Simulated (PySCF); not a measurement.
Geometry (Å), atoms numbered from 1 in this order:
```xyz
15

C    -2.6286   -0.9335   -0.0551
Si   -1.4829    0.5246    0.1071
O     0.0788   -0.0577   -0.0340
C     1.2215    0.7602    0.0713
Si    2.7608   -0.3311   -0.1237
H    -3.6791   -0.6139    0.0275
H    -2.4282   -1.6718    0.7359
H    -2.4922   -1.4263   -1.0295
H    -1.6428    1.2040    1.4342
H    -1.7366    1.5447   -0.9617
H     1.2624    1.2832    1.0482
H     1.2307    1.5534   -0.7035
H     2.7847   -1.3716    0.9467
H     3.9890    0.5173   -0.0118
H     2.7465   -0.9989   -1.4589
```

Geometry: PBE0-D3(BJ)/def2-SVP; GIAO absolute shieldings from PySCF 2.14, gas phase, non-relativistic, averaged over equivalent atoms.

At LC-wPBE/pcSseg-1 (149 basis functions, 26 s wall time on 1 thread of an Arm Neoverse V1, shared host):
| atoms | σ (ppm) |
| --- | --- |
| C4 | 138.4 |
| C1 | 191.8 |
| Si2 | 358.1 |
| Si5 | 421.6 |
| O3 | 347.5 |
| H9/H10 | 26.66 |
| H13/H14/H15 | 27.45 |
| H11/H12 | 27.87 |
| H6/H7/H8 | 31.00 |

Task: What do these become at wB97X-D/pcSseg-1?

Result: 
```
      atoms  σ at wB97X-D/pcSseg-1  change
         C4                  133.0    -5.4
         C1                  188.0    -3.8
        Si2                  355.6    -2.5
        Si5                  417.3    -4.3
         O3                  336.6   -10.9
     H9/H10                  26.64   -0.02
H13/H14/H15                  27.47   +0.02
    H11/H12                  27.84   -0.03
   H6/H7/H8                  31.06   +0.06
```

The largest change is at O3 (oxygen bonded to C, Si). Cost: 149 basis functions, 19 s wall time on 1 thread of an Arm Neoverse V1, shared host.
